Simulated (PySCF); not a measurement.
C4H9NSSi2.
Structure used (PBE0-D3(BJ)/def2-SVP), in Å, numbered top down from 1:
```
atom  x, y, z in Å
C1    -3.811   -0.296   -0.317
S2    -2.400   -1.427   -0.103
Si3   -0.788   -0.040   -0.296
C4     0.746   -1.098   -0.022
C5     2.036   -0.693   -0.076
Si6    2.589    1.079   -0.461
C7     3.095   -1.628    0.156
N8     3.991   -2.343    0.337
H9    -4.720   -0.899   -0.192
H10   -3.819    0.151   -1.322
H11   -3.808    0.497    0.444
H12   -0.890    1.050    0.724
H13   -0.774    0.599   -1.648
H14    0.563   -2.158    0.207
H15    1.363    1.918   -0.598
H16    3.366    1.090   -1.733
H17    3.440    1.585    0.653
```

Method used: TDDFT B3LYP/def2-SVPD, vertical, gas phase, core orbitals frozen in the response in PySCF 2.14.0, density-fitted response routines.

Kohn–Sham orbitals with the atoms that hold most of them (Löwdin shares over 4%, at most four atoms; ? is withheld):

| orbital | ε (eV) | atoms |
| --- | --- | --- |
| LUMO+2 | -0.21 | Si6 18%, N8 15%, H15 12%, C7 11% |
| LUMO+1 | -0.72 | S2 23%, Si3 16%, Si6 11%, C1 7% |
| LUMO | -2.50 | C4 33%, C5 24%, N8 11%, C7 9% |
| HOMO | -7.04 | ? |
| HOMO-1 | -8.13 | ? |
| HOMO-2 | -8.76 | S2 56%, Si3 15%, C1 10% |
| HOMO-3 | -9.07 | N8 27%, C7 19%, C5 18%, Si6 13% |

Question: Give the leading atoms of the HOMO-1.

Answer: C4 (bonded to C, Si and H) 26%; C5 (bonded to 2 C and Si) 23%; N8 (bonded to C) 20%; C7 (bonded to C and N) 13%. By element: carbon 62% or more, nitrogen 20%.

Question: Give the leading atoms of the HOMO.

Answer: S2 (bonded to C and Si) 70%; C1 (bonded to S and 3 H) 10%; Si3 (bonded to C, S and 2 H) 10%.

Question: How does S1 compare with the orbital gap of 4.53 eV?

Answer: S1 is at 3.85 eV (f = 0.020), 0.69 eV below the gap, made of HOMO→LUMO (100%). Without the coupling terms of the response equations the lowest excitation would equal the gap.

Question: Give energy, strength and leading configuration of S1, S4 and S5, and follow the Löwdin shares of the leading atoms from the occupied to the empty orbital.

Answer: 
- S1 (3.85 eV, f 0.020), HOMO→LUMO (100%): S2 70% → at most 9%, C1 10% → at most 9%, C4 at most 4% → 33%, C5 at most 4% → 24%
- S4 (5.47 eV, f 0.422), HOMO-1→LUMO (92%): C4 26% → 33%, C5 23% → 24%
- S5 (5.50 eV, f 0.0025), HOMO-2→LUMO (79%): S2 56% → at most 9%, Si3 15% → at most 9%, C4 at most 4% → 33%, C5 at most 4% → 24%

One conformer stands for the species.
